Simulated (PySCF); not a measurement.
Ligands exchanged one at a time, Si H-Cl. Isolated molecules, 0 K electronic values unless said otherwise. Strings in code marks are SMILES.

The T1 excitation (TDA) from two functionals at the same geometries (r2SCAN-D4/def2-TZVP), both in PySCF: PBE-D3(BJ)/def2-TZVP and r2SCAN-D4/def2-TZVP. Excitations are Tamm–Dancoff values on a coarser integration grid. The basis has no diffuse functions, so Rydberg states are missing or too high.

```tsv
species	PBE-D3(BJ)/def2-TZVP (eV)
1 of 4 H replaced by Cl (`[SiH3]Cl`)	6.45
2 of 4 H replaced by Cl (`Cl[SiH2]Cl`)	6.60
3 of 4 H replaced by Cl (`Cl[SiH](Cl)Cl`)	6.66
```

Question: What does r2SCAN-D4/def2-TZVP give for each?

Answer: 
- 1 of 4 H replaced by Cl (`[SiH3]Cl`): 7.03
- 2 of 4 H replaced by Cl (`Cl[SiH2]Cl`): 7.18
- 3 of 4 H replaced by Cl (`Cl[SiH](Cl)Cl`): 7.29
Over these rows, drawn at random from the members with no instability flagged (it was tested for open shells, ions and some series alone), PBE minus r2SCAN-D4: mean -0.60 eV, from -0.64 eV to -0.58 eV.
